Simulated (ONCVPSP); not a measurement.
## N (Z = 7): one change to an ONCV potential, before and after

| Quantity | Value |
| --- | --- |
| Element | nitrogen |
| Generator | ONCVPSP 4.0.1 |
| Type | optimised norm-conserving Vanderbilt (ONCV) |
| Functional | PBE |
| Relativity | scalar-relativistic |
| Frozen core | [He] |
| Valence charge | 5 |
| Reference configuration | 2s2 2p3 |
| Partial waves | 2s: rc 0.95 bohr, ncon 4, nbas 8, qcut 8.7 1/bohr, 1 projector; 2p: rc 1.75 bohr, ncon 4, nbas 7, qcut 6.6 1/bohr, 2 projectors, debl 2.7 Ha |
| Local potential | polynomial inside 0.65 bohr (lpopt 5, dvloc0 0 Ha) |
| Core correction | none |

All-electron outer shells of the reference configuration (PBE, scalar-relativistic, ld1.x):

```
shell  level (eV)  outermost node (bohr)  outermost maximum (bohr)
   1s     -384.72                      –                      0.15
   2s      -18.58                   0.32                      1.02
   2p       -7.09                      –                      0.98
```

Change: all radii scaled by about 0.78 (s 0.74, p 1.36 bohr); local potential polynomial inside 0.50 bohr (lpopt 5, dvloc0 0 Ha).

Cutoffs: the cutoffs (Ha) at which the residual kinetic energy of the hardest occupied pseudo-wave falls to 1 and 0.1 mHa per electron; they do not see the model core or the augmentation charge, which bear on the density cutoff. Errors are all-electron minus pseudo energies relative to the spin-unpolarised reference configuration.

Problem. How do hardness, ghosts and transferability respond?

Solution. The potential gets harder (30 Ha and 38 Ha → 35 Ha and 249 Ha); of the 3 tests that both files solve, the error grows in 0 and shrinks in 3 by more than 15 % and 0.3 meV (median size 326.5 → 161.1 meV); neither file shows a bound ghost. A smaller radius makes the pseudo-wave follow the all-electron one further in, where it bends more sharply, so more plane waves are needed. Less of the atom is replaced, so other configurations are described better.

| quantity | base | changed |
| --- | --- | --- |
| cutoff, loose | 30 Ha | 35 Ha |
| cutoff, tight | 38 Ha | 249 Ha |
| loose cutoff by channel | s 30 Ha, p 18 Ha | s 30 Ha, p 35 Ha |
| bound ghosts | none | none |
| GHOST(+) flags under 300 eV | none | none |
| tests with a reliable result | 3 of 4 | 3 of 4 |
| error for 2s2 2p2, meV [ΔE 13.59 eV] | +39 | +17 |
| error for 2s2 2p1, meV [ΔE 42.44 eV] | +327 | +161 |
| error for 2s2 2p0, meV [ΔE 89.53 eV] | +1303 | +724 |
